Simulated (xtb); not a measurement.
bis(trimethylsilyl) sulfide (C₆H₁₈SSi₂), SMILES C[Si](C)(C)S[Si](C)(C)C. All values are semi-empirical tight-binding results from xtb (GFN2-xTB unless named), good for trends rather than for accurate numbers. The structure is a stationary point at GFN2-xTB. The isomer is the one that the SMILES or the coordinates give; other isomers of the formula were not compared. Other conformers were not sampled.

Optimised geometry:

Bond lengths (Å): C1–Si2 1.901, C1–H10 1.085, C1–H11 1.085, C1–H12 1.086, Si2–C3 1.906, Si2–C4 1.906, Si2–S5 2.176, C3–H13 1.085, C3–H14 1.086, C3–H15 1.086, C4–H16 1.086, C4–H17 1.086, C4–H18 1.086, S5–Si6 2.176, Si6–C7 1.901, Si6–C8 1.906, Si6–C9 1.906, C7–H19 1.085, C7–H20 1.086, C7–H21 1.085, C8–H22 1.086, C8–H23 1.086, C8–H24 1.085, C9–H25 1.086, C9–H26 1.086, C9–H27 1.086. Bond angles (°): Si2–C1–H10 110.9, Si2–C1–H11 111.2, Si2–C1–H12 111.3, H10–C1–H11 107.4, H10–C1–H12 108.0, H11–C1–H12 108.0, C1–Si2–C3 110.4, C1–Si2–C4 110.4, C1–Si2–S5 104.0, C3–Si2–C4 110.2, C3–Si2–S5 110.0, C4–Si2–S5 111.6, Si2–C3–H13 112.0, Si2–C3–H14 110.8, Si2–C3–H15 110.9, H13–C3–H14 107.6, H13–C3–H15 107.6, H14–C3–H15 107.7, Si2–C4–H16 111.2, Si2–C4–H17 110.6, Si2–C4–H18 111.9, H16–C4–H17 107.7, H16–C4–H18 107.8, H17–C4–H18 107.6, Si2–S5–Si6 108.8, S5–Si6–C7 104.0, S5–Si6–C8 110.0, S5–Si6–C9 111.7, C7–Si6–C8 110.4, C7–Si6–C9 110.4, C8–Si6–C9 110.2, Si6–C7–H19 111.2, Si6–C7–H20 111.3, Si6–C7–H21 110.8, H19–C7–H20 108.0, H19–C7–H21 107.4, H20–C7–H21 108.0, Si6–C8–H22 110.9, Si6–C8–H23 110.8, Si6–C8–H24 112.0, H22–C8–H23 107.7, H22–C8–H24 107.6, H23–C8–H24 107.6, Si6–C9–H25 110.6, Si6–C9–H26 111.2, Si6–C9–H27 111.9, H25–C9–H26 107.7, H25–C9–H27 107.5, H26–C9–H27 107.8.

Computed properties:
The point group as xtb finds it comes out as C2 and the orbital gap is 4.94 eV. The zero-point energy comes out as 140.6 kcal/mol, the G − E(el) at 298.15 K (modified RRHO) comes out as 112.7 kcal/mol and the static polarisability (D4 model) is 147.8 bohr³. The solvation energy, GFN2-xTB/ALPB(water) comes out as -1.6 kcal/mol and the solvation energy, GFN2-xTB/ALPB(benzene) comes out as -9.8 kcal/mol.

Give the atomic charges and the Wiberg bond orders between heavy atoms. (An estimate is asked for; the answer gives what the named calculation found.)

charges (e) C1 -0.20, Si2 0.52, C3 -0.20, C4 -0.20, S5 -0.47, Si6 0.52, C7 -0.20, C8 -0.20, C9 -0.20, H10 0.04, H11 0.04, H12 0.03, H13 0.04, H14 0.04, H15 0.03, H16 0.04, H17 0.03, H18 0.03, H19 0.04, H20 0.03, H21 0.04, H22 0.03, H23 0.04, H24 0.04, H25 0.03, H26 0.04, H27 0.03. Bond orders C1–Si2 0.89, Si2–C3 0.89, Si2–C4 0.88, Si2–S5 0.91, S5–Si6 0.91, Si6–C7 0.89, Si6–C8 0.89, Si6–C9 0.88.
